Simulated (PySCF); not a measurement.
# Choosing a basis for TDDFT

C3H6ClFSi.
Z-matrix (Å and degrees, PBE0-D3(BJ)/def2-SVP geometry), rows numbered from 1:
```
F 
Si  1  1.6249
C   2  1.8783  1  119.59
C   3  1.5531  2   86.05  1  -138.34
C   4  1.5491  3  100.02  2    25.91
Cl  5  1.7756  2  122.95  1  -102.26
H   2  1.4868  1  107.37  3   135.05
H   3  1.0982  2  121.23  1   103.42
H   3  1.1014  2  111.69  1   -26.76
H   4  1.1020  3  110.51  2   -88.71
H   4  1.1011  3  115.57  2   149.14
H   5  1.1009  2  111.63  1    28.25
```

TDDFT with PBE0 (PySCF), vertical singlets, core orbitals frozen in the response, spherical d and f functions. The structure is a single PBE0-D3(BJ)/def2-SVP conformer in the gas phase; no vibrational or solvent corrections.

How do the low singlets change with the basis? Take 6-31G*, def2-SVP, 6-31+G*, def2-SVPD, aug-cc-pVDZ, def2-TZVP and def2-TZVPD.

| basis | functions | diffuse | S1 (eV) | S2 (eV) | S3 (eV) | S4 (eV) | S5 (eV) | LUMO (eV) | α (au) |
| --- | --- | --- | --- | --- | --- | --- | --- | --- | --- |
| 6-31G* | 104 | no | 6.64 | 7.29 | 7.41 | 7.69 | 7.73 | 0.47 | 58.5 |
| def2-SVP | 122 | no | 6.70 | 7.34 | 7.36 | 7.76 | 7.80 | 0.52 | 59.2 |
| 6-31+G* | 128 | yes | 6.39 | 6.75 | 7.00 | 7.05 | 7.26 | -0.11 | 66.5 |
| def2-SVPD | 182 | yes | 6.44 | 6.95 | 7.10 | 7.23 | 7.44 | -0.03 | 72.2 |
| aug-cc-pVDZ | 200 | yes | 6.35 | 6.62 | 6.89 | 7.02 | 7.09 | -0.19 | 73.2 |
| def2-TZVP | 234 | no | 6.43 | 6.95 | 7.10 | 7.24 | 7.42 | 0.11 | 68.2 |
| def2-TZVPD | 294 | yes | 6.29 | 6.70 | 6.93 | 6.96 | 7.26 | -0.14 | 73.6 |

States are compared by their number. Against the largest diffuse basis here (def2-TZVPD, itself not a converged limit), sets without diffuse functions differ by up to 0.41 eV in S1 and 0.54 eV in S5; the smaller diffuse sets differ by up to 0.15 and 0.18 eV. State by state, the largest deviation of a set without diffuse functions is S1 0.41, S2 0.64, S3 0.47, S4 0.80, S5 0.54 eV. The same number needn't mean the same state in each row. Against def2-TZVPD the polarisability deviates by -21% in 6-31G*, -19% in def2-SVP, -10% in 6-31+G*, -2% in def2-SVPD, -1% in aug-cc-pVDZ, -7% in def2-TZVP. A single + in a Pople set puts diffuse functions on heavy atoms only.

Without π bonds the low states may be Rydberg-like; a valence basis with one diffuse set may place them up to an eV too high.
